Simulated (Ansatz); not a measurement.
Two isomers of CH5FOSiTe: A = `C[Te][SiH](O)F`, B = `O[SiH2]C(F)[TeH]`.

Gas-phase electronic energies from Ansatz, PBE0-D4/def2-TZVP geometries. CBS: MP2 limit from def2 TZ/QZ plus the TZ coupled-cluster correction, frozen cores. Functionals use def2-TZVPP. B3LYP here is the variant with VWN-RPA as its local correlation; programs differ in this. def2 core potentials past Kr. For Te outer-core shells are correlated without core-valence functions, which leaves a few kJ/mol of doubt a bond. Each species was taken in one conformer, which may not be the lowest.

A:

Z-matrix (Å, degrees):
```
C
Te 1 2.154
H 1 1.088 2 106.5
H 1 1.087 2 109.7 3 -119.1
H 1 1.086 2 109.2 3 119.2
Si 2 2.473 1 93.7 3 171.7
F 6 1.592 2 111.6 1 59.0
O 6 1.636 2 112.1 1 -56.8
H 6 1.480 2 108.7 1 177.7
H 8 0.959 6 116.7 2 -40.3
```

B:

Z-matrix (Å, degrees):
```
Si
C 1 1.895
O 1 1.642 2 109.0
H 1 1.489 2 106.8 3 -122.4
H 1 1.480 2 110.7 3 117.0
Te 2 2.160 1 107.3 3 66.8
F 2 1.382 1 112.1 3 -170.4
H 2 1.093 1 112.0 3 -48.0
H 3 0.961 1 115.9 2 -55.9
H 6 1.658 2 94.4 1 -138.4
```

Problem. Which isomer does CCSD(T)/CBS put lower? Give the gap. (An estimate is asked.)

Solution. The calculation gave: A, by 75.4 kcal/mol.

Problem. Give E(B) − E(A) in kcal/mol with PBE0-D4, CCSD/def2-TZVPP, HF/def2-TZVPP, MP2/def2-TZVPP, ωB97M-V, CCSD(T)/def2-TZVPP, B3LYP. (Estimate.)

Solution. The calculation gave: PBE0-D4 73.0, CCSD/def2-TZVPP 74.3, HF/def2-TZVPP 76.9, MP2/def2-TZVPP 77.7, ωB97M-V 73.1, CCSD(T)/def2-TZVPP 73.6, B3LYP 72.6. None reverses the order clearly.

Largest T1 diagnostic: 0.012.

From PBE to PBE0 (25 % exact exchange), in def2-TZVPP and without D4, E(B) − E(A) moves by +2.7 kcal/mol.
